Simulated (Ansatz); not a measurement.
A structure relaxed at r2SCAN-D4/def2-SVP in Ansatz, charge 1, singlet:

```tsv
atom	x (Å)	y (Å)	z (Å)
As1	-2.7442	-0.8476	0.8397
In2	-0.9263	-2.5874	-0.1999
In3	-1.5511	0.5506	-3.3574
As4	0.1051	-1.2662	-2.2122
As5	0.8868	-2.2211	1.7977
In6	2.8123	-1.1057	-2.2045
In7	-2.3396	1.7837	1.1935
As8	-1.4556	2.3675	-1.2398
As9	-0.0782	1.6507	2.6657
In10	2.1135	0.0994	2.3662
As11	2.9605	0.6962	-0.0770
H12	-3.9940	-0.9417	-0.0018
H13	-3.3291	-1.4107	2.1140
H14	-1.5284	-4.1917	-0.2184
H15	-3.1574	-0.0179	-3.1335
H16	-0.7018	1.3241	-4.6238
H17	-0.0464	-2.3768	-3.2358
H18	0.3593	-2.8041	3.0880
H19	2.0045	-3.2129	1.5831
H20	3.3994	-2.5039	-1.3955
H21	3.2985	-0.1987	-3.5698
H22	-3.5946	2.6669	1.9509
H23	-2.1767	3.6548	-1.5644
H24	-0.0980	2.9880	-0.9983
H25	-0.5199	1.4828	4.1012
H26	0.4234	3.0696	2.7981
H27	3.1508	0.1158	3.7273
H28	2.3561	2.0543	-0.3539
H29	4.3712	1.1819	0.1603
```

(1) Give its formula and point group.

(2) Summarise the bond lengths by kind (pairs closer than 1.2 times the sum of covalent radii, bridged metal pairs left out).

Answers

(1) In5As6H18⁺, a cluster cut from wurtzite InAs (hydrogen-capped). Point group Cs (tolerance 0.1 Å).

(2) 13 × As–In 2.62 to 2.79 Å; 11 × As–H 1.51 to 1.52 Å; 7 × H–In 1.71 to 1.72 Å.

In the def2 sets In takes a core potential; there is no spin–orbit coupling. Single mean-field runs in def2-SVP are fitted with def2-universal-jkfit.
